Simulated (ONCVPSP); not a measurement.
What one change does to a pseudopotential (N, ONCV)

| Item | Value |
| --- | --- |
| Element | N |
| Generator | ONCVPSP 4.0.1 |
| Type | optimised norm-conserving Vanderbilt (ONCV) |
| Functional | PBE |
| Relativity | scalar-relativistic |
| Frozen core | [He] |
| Valence charge | 5 |
| Reference configuration | 2s2 2p3 |
| Partial waves | 2s: rc 0.75 bohr, ncon 4, nbas 8, qcut 9.2 1/bohr, local; 2p: rc 1.85 bohr, ncon 4, nbas 7, qcut 7.1 1/bohr, 1 projector; d scattering state at 0.29 Ha: rc 1.90 bohr, ncon 5, nbas 9, qcut 6 1/bohr, 2 projectors, debl 2.3 Ha |
| Local potential | the s channel |
| Core correction | none |

Change: s: nproj 1; local potential polynomial inside 0.60 bohr (lpopt 5, dvloc0 -1 Ha).

Cutoffs: the cutoffs (Ha) at which the residual kinetic energy of the hardest occupied pseudo-wave falls to 1 and 0.1 mHa per electron; they do not see the model core or the augmentation charge, which bear on the density cutoff. Errors are all-electron minus pseudo energies relative to the spin-unpolarised reference configuration.

Question: What does the change do?

Answer: The potential gets neither clearly harder nor softer (30 Ha and 179 Ha → 30 Ha and 179 Ha); the errors of the 4 common tests hardly move; the range in which the s phases agree narrows (upper end at the end of the scan → 3.6); neither file shows a bound ghost.

```csv
quantity,base,changed
"cutoff, loose",30 Ha,30 Ha
"cutoff, tight",179 Ha,179 Ha
bound ghosts,none,none
GHOST(+) flags under 300 eV,none,d at 69.1 eV
"error for 2s2 2p2, meV [ΔE 13.59 eV]",+30,+31
"error for 2s2 2p1, meV [ΔE 42.44 eV]",+305,+310
"error for 2s2 2p0, meV [ΔE 89.53 eV]",+1336,+1358
"error for 2s1 2p3, meV [ΔE 25.37 eV]",-59,-58
s: phases at 0.76 bohr within 0.05 rad from the reference energy up to (Ha; the scan ends near 5),to the end of the scan,3.6
p: phases at 1.88 bohr within 0.05 rad from the reference energy up to (Ha; the scan ends near 5),1.0,1.0
d: phases at 1.92 bohr within 0.05 rad from the reference energy up to (Ha; the scan ends near 5),to the end of the scan,4.3
```
